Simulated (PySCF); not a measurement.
**Mayer bond orders and bond lengths**

Compound: SiH2Me(tBu), C5H14Si.
Z-matrix (Å and degrees, PBE0-D3(BJ)/def2-SVP geometry), rows numbered from 1:
```
Si
H   1  1.5002
H   1  1.4996  2  107.69
C   1  1.8817  2  109.59  3  -118.98
H   4  1.1009  1  111.08  2   176.85
H   4  1.1007  1  110.63  2    57.15
H   4  1.1010  1  111.19  2   -62.62
C   1  1.9091  2  108.62  3   117.54
C   8  1.5310  1  108.28  2   -60.02
C   8  1.5310  1  109.50  2  -179.76
C   8  1.5309  1  109.53  2    59.64
H   9  1.1048  8  110.53  1   179.84
H   9  1.1018  8  111.81  1   -60.51
H   9  1.1020  8  111.78  1    60.30
H  10  1.1022  8  111.87  1    58.75
H  10  1.1019  8  111.95  1   -62.37
H  10  1.1046  8  110.45  1   178.26
H  11  1.1020  8  112.05  1    61.54
H  11  1.1020  8  111.81  1   -59.56
H  11  1.1048  8  110.45  1  -179.07
```

Bond orders from the PBE0/pcSseg-1 density (PySCF). Geometry: PBE0-D3(BJ)/def2-SVP; no solvent, vibrations or thermal averaging.

Give the Mayer order of every bond, beside its length.

```json
{"bond": "Si1–H2", "length (Å)": "1.500", "Mayer order": "0.947"}
{"bond": "Si1–H3", "length (Å)": "1.500", "Mayer order": "0.947"}
{"bond": "Si1–C4", "length (Å)": "1.882", "Mayer order": "0.954"}
{"bond": "Si1–C8", "length (Å)": "1.909", "Mayer order": "0.854"}
{"bond": "C4–H5", "length (Å)": "1.101", "Mayer order": "0.952"}
{"bond": "C4–H6", "length (Å)": "1.101", "Mayer order": "0.959"}
{"bond": "C4–H7", "length (Å)": "1.101", "Mayer order": "0.952"}
{"bond": "C8–C9", "length (Å)": "1.531", "Mayer order": "1.015"}
{"bond": "C8–C10", "length (Å)": "1.531", "Mayer order": "1.006"}
{"bond": "C8–C11", "length (Å)": "1.531", "Mayer order": "1.007"}
{"bond": "C9–H12", "length (Å)": "1.105", "Mayer order": "0.960"}
{"bond": "C9–H13", "length (Å)": "1.102", "Mayer order": "0.961"}
{"bond": "C9–H14", "length (Å)": "1.102", "Mayer order": "0.961"}
{"bond": "C10–H15", "length (Å)": "1.102", "Mayer order": "0.961"}
{"bond": "C10–H16", "length (Å)": "1.102", "Mayer order": "0.961"}
{"bond": "C10–H17", "length (Å)": "1.105", "Mayer order": "0.961"}
{"bond": "C11–H18", "length (Å)": "1.102", "Mayer order": "0.960"}
{"bond": "C11–H19", "length (Å)": "1.102", "Mayer order": "0.961"}
{"bond": "C11–H20", "length (Å)": "1.105", "Mayer order": "0.961"}
```

By pair of heavy elements: C–Si: lowest Si1–C8 (0.854, 1.909 Å), highest Si1–C4 (0.954, 1.882 Å). C–C: all 3 within 0.02 of one another (1.006 to 1.015).

Sum the orders of all bonds at each heavy atom with more than one neighbour.

Si1 3.702, C4 3.817, C8 3.882, C9 3.897, C10 3.889, C11 3.889. Orders between atoms that aren't bonded are not in these sums.

For a closed shell the Mayer order of atoms A and B is Σ (PS)μν (PS)νμ over the basis functions μ on A and ν on B, with P the density and S the overlap matrix.
